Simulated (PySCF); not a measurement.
## Potassium: a sound run and one with changed settings

Sound run: K⁺ [Ar], K²⁺ [Ne] 3s2 3p5. All numbers are calculated (PySCF 2.14, the spin-free X2C one-electron Hamiltonian (Gaussian nucleus), in cc-pVTZ-X2C (6s5p3d1f, 43 functions)). In the sound run the correlated levels freeze [Ne] 3s2. The sound run starts from symmetry-adapted Hartree-Fock orbitals and uses a fine grid where one is needed.

A second run was set up differently.

```csv
species,method,sound run (hartree),changed run (hartree),converged
K⁺,MP2,-601.38900,-601.39601,yes
K⁺,CCSD(T),-601.39846,-601.40502,yes
K²⁺,MP2,-600.21414,-600.23168,yes
K²⁺,CCSD(T),-600.22188,-600.24282,yes
```

Ionisation energy of K⁺:

```json
{"method": "UHF", "sound run (eV)": "31.173", "changed run (eV)": "31.173"}
{"method": "MP2", "sound run (eV)": "31.970", "changed run (eV)": "31.683"}
{"method": "SCS-MP2", "sound run (eV)": "31.910", "changed run (eV)": "31.597"}
{"method": "CCSD", "sound run (eV)": "32.013", "changed run (eV)": "31.617"}
{"method": "CCSD(T)", "sound run (eV)": "32.016", "changed run (eV)": "31.625"}
```

What was changed?
A. level shift left on
B. a valence shell is frozen
C. all electrons correlated in a valence basis
D. minimal basis

C. A valence basis has no tight correlating functions, so it recovers only part of the core correlation, and not evenly between atom and ion.
